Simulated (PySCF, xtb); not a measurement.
C2Cl3, SMILES [C](=C(Cl)Cl)Cl, multiplicity 2.

Harmonic wavenumbers (cm⁻¹) from GFN2-xTB (xtb 6.7.1) at its own minimum, in rising order: 99, 191, 230, 337, 354, 491, 676, 830, 1714.

Problem. What does PySCF with PBE0-D3(BJ)/def2-SVP give at its own minimum? (Estimate from the structure and the level; the computed values follow.)

Solution. 129, 202, 266, 396, 463, 612, 879, 913, 1734. Paired by order, the mean absolute difference is 75 cm⁻¹ and the zero-point energies are 7.0 and 8.0 kcal/mol.
